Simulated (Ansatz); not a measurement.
Cost and result for the atomization energy of C2H6AlFO, SMILES `CC[O][AlH][F]` (11 atoms, 10 bonds).

```json
{"atom": "C1", "x (Å)": "-1.101", "y (Å)": "1.006", "z (Å)": "-0.701"}
{"atom": "C2", "x (Å)": "0.329", "y (Å)": "0.676", "z (Å)": "-0.341"}
{"atom": "O3", "x (Å)": "0.504", "y (Å)": "-0.710", "z (Å)": "-0.203"}
{"atom": "Al4", "x (Å)": "0.893", "y (Å)": "-1.775", "z (Å)": "1.027"}
{"atom": "F5", "x (Å)": "0.952", "y (Å)": "-3.374", "z (Å)": "0.650"}
{"atom": "H6", "x (Å)": "-1.218", "y (Å)": "2.082", "z (Å)": "-0.855"}
{"atom": "H7", "x (Å)": "-1.391", "y (Å)": "0.490", "z (Å)": "-1.619"}
{"atom": "H8", "x (Å)": "-1.784", "y (Å)": "0.698", "z (Å)": "0.094"}
{"atom": "H9", "x (Å)": "0.613", "y (Å)": "1.202", "z (Å)": "0.581"}
{"atom": "H10", "x (Å)": "1.002", "y (Å)": "1.030", "z (Å)": "-1.131"}
{"atom": "H11", "x (Å)": "1.202", "y (Å)": "-1.325", "z (Å)": "2.498"}
```

The species carries charge 0 and has multiplicity 1. Geometry: relaxed with PBE0-D4/def2-TZVP. It is one conformer, not always the lowest. Program: Ansatz. All runs use 4 threads of an Intel Xeon Platinum 8488C on a shared host. Times are those of one run each, without the atoms' runs, and a repeat can differ threefold. Electronic energies, without spin–orbit coupling; frozen cores. CCSD(T)/CBS adds CCSD(T) − MP2 in def2-TZVPP to the MP2 limit, and its time is that of the two runs behind it. T1 = 0.012. B3LYP takes the VWN-RPA correlation (the form of Gaussian; ORCA's B3LYP/G).

CCSD(T)/CBS is a level of theory with its own doubt, some kJ/mol a heavy atom from the limit and from the frozen cores, so smaller differences don't rank the functionals.

```json
{"level": "LDA (SPW92)/def2-TZVPP", "functions": "250", "wall time": "0.95 s"}
{"level": "BLYP-D4/def2-TZVPP", "functions": "250", "wall time": "1.4 s"}
{"level": "CAM-B3LYP-D4/def2-TZVPP", "functions": "250", "wall time": "2.2 s"}
{"level": "r2SCAN-D4/def2-TZVPP (with forces)", "functions": "250", "wall time": "2.9 s"}
{"level": "B3LYP-D4/def2-TZVPP (with forces)", "functions": "250", "wall time": "3.2 s"}
{"level": "CCSD(T)/def2-SVP", "functions": "104", "wall time": "3.3 s"}
{"level": "PBE-QIDH/def2-TZVPP", "functions": "250", "wall time": "3.4 s"}
{"level": "B2PLYP/def2-TZVPP", "functions": "250", "wall time": "3.5 s"}
{"level": "B97M-V/def2-TZVPP", "functions": "250", "wall time": "4.9 s"}
{"level": "ωB97M-V/def2-TZVPP (with forces)", "functions": "250", "wall time": "6.5 s"}
{"level": "MP2/def2-QZVPP", "functions": "478", "wall time": "14 s"}
{"level": "CCSD(T)/def2-TZVPP", "functions": "250", "wall time": "80 s"}
{"level": "CCSD(T)/CBS(def2)", "functions": "–", "wall time": "93 s"}
```

**Question.** What atomization energy does each give, and how far from CCSD(T)/CBS? (Best estimate.)

**Answer.** Ansatz gave: 
```
                             level  atomization (kJ/mol)  difference from CCSD(T)/CBS  per bond
            LDA (SPW92)/def2-TZVPP                4813.9                        554.3      55.4
                BLYP-D4/def2-TZVPP                4230.6                        -29.0      -2.9
           CAM-B3LYP-D4/def2-TZVPP                4269.7                         10.1       1.0
r2SCAN-D4/def2-TZVPP (with forces)                4255.3                         -4.3      -0.4
 B3LYP-D4/def2-TZVPP (with forces)                4236.2                        -23.4      -2.3
                  CCSD(T)/def2-SVP                4045.1                       -214.5     -21.5
               PBE-QIDH/def2-TZVPP                4212.6                        -47.0      -4.7
                 B2PLYP/def2-TZVPP                4209.4                        -50.2      -5.0
                 B97M-V/def2-TZVPP                4258.1                         -1.5      -0.1
  ωB97M-V/def2-TZVPP (with forces)                4252.9                         -6.7      -0.7
                    MP2/def2-QZVPP                4301.9                         42.3       4.2
                CCSD(T)/def2-TZVPP                4153.6                       -106.0     -10.6
                 CCSD(T)/CBS(def2)                4259.6                          0.0       0.0
```

At CCSD(T), def2-SVP lies −214.5 kJ/mol from the extrapolated value and def2-TZVPP −106.0 kJ/mol: correlation converges slowly with the basis, and small sets miss more of it in the bonded molecule than in its fragments. Leaving LDA and LC-ωPBE aside and taking each functional with its dispersion term where it has one, the values, not all of them listed here, spread over 177.1 kJ/mol, from BHLYP-D4 to PBE-D4. LDA lies +534.4 kJ/mol from PBE without D4, its usual overbinding. The D4 term adds +27.7 kJ/mol with B3LYP and +14.6 kJ/mol with PBE0; it sums over pairs of atoms, weighted by their polarisabilities, and B3LYP, whose exchange is more repulsive, gets the larger term.
